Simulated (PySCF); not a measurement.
Compound: C6H8N (doublet state).
SMILES with atom numbers: `[CH3:1][C@@H:2]([NH2:3])/[CH:4]=[C:5]1[C:6]=[CH:7]\1` (hydrogens: H8, H9, H10 on C1; H11 on C2; H12, H13 on N3; H14 on C4; H15 on C7)

Geometry (GFN2-xTB, Å), atoms numbered from 1 in this order:
```xyz
15
C6H8N angstrom
C     -1.0375    1.2160    0.0645
C     -0.7723   -0.3047    0.0031
N     -1.8253   -1.0553   -0.6467
C      0.5331   -0.5324   -0.7067
C      1.7084   -0.1811   -0.1796
C      2.5450    0.6166    0.7105
C      3.1148   -0.3195   -0.0905
H     -1.9705    1.4083    0.5919
H     -0.2247    1.7097    0.5882
H     -1.1083    1.6272   -0.9414
H     -0.6992   -0.6744    1.0342
H     -1.9689   -0.7253   -1.5953
H     -2.6992   -0.9638   -0.1424
H      0.4772   -0.9444   -1.7050
H      3.9228   -0.8689   -0.5125
```

The hyperfine couplings belong to this conformer and change with its torsions.

Computed, not measured: UKS B3LYP, pcH-1 on C H N, non-relativistic, mean-field spin-orbit, GIAO in PySCF 2.14.0. Isolated species at its GFN2-xTB geometry (one conformer only). The geometry wasn't refined by DFT: couplings that depend on bond lengths, twists or pyramidal angles can differ widely from those at the functional's own minimum. The frame is twisted about the C4–C5 bond at this geometry (dihedral C2–C4–C5–C6 = -24°); couplings at other torsion angles weren't computed. No stability test was run, so a lower SCF solution isn't excluded.

**Question.** The isotropic 13C couplings are +102.3, +41.6, +29.6, -23.3, +6.4, -2.7 MHz. Assign them to C1; C2; C4; C5; C6; C7.

**Answer.** 
```csv
site,a_iso (MHz),ρ(0) (bohr⁻³),position,distance from C4 (Å),spin population,largest |T| (MHz)
C1,+41.6,+0.0370,2 bonds from C4,2.47,+0.03,7.1
C2,-2.7,-0.0024,1 bond from C4,1.50,-0.02,5.8
C4,+29.6,+0.0263,largest spin population,0.00,+0.50,80.5
C5,-23.3,-0.0207,1 bond from C4,1.34,+0.04,41.8
C6,+102.3,+0.0910,2 bonds from C4,2.72,+0.25,63.3
C7,+6.4,+0.0056,2 bonds from C4,2.66,+0.19,39.0
```

ρ(0) is the spin density at the nucleus and T the dipolar tensor; entries for several nuclei are means. The largest Mulliken spin populations are on C4 (+0.50), C6 (+0.25) and C7 (+0.19). Three atoms exceed +0.15.

Examples of negative spin density at the nucleus (bohr⁻³): C5 (-0.0207) and C2 (-0.0024).

Class means assume fast exchange of nuclei equivalent by connectivity; if that motion is slow, each nucleus keeps its own coupling. The three 1H nuclei of mean +5.1 MHz run from -2.0 to 18.9 MHz in the frozen geometry.

C6, the radical centre as drawn in `C[C@@H](N)/C=C1[C]=C\1`, holds a spin population of +0.25 out of 1.
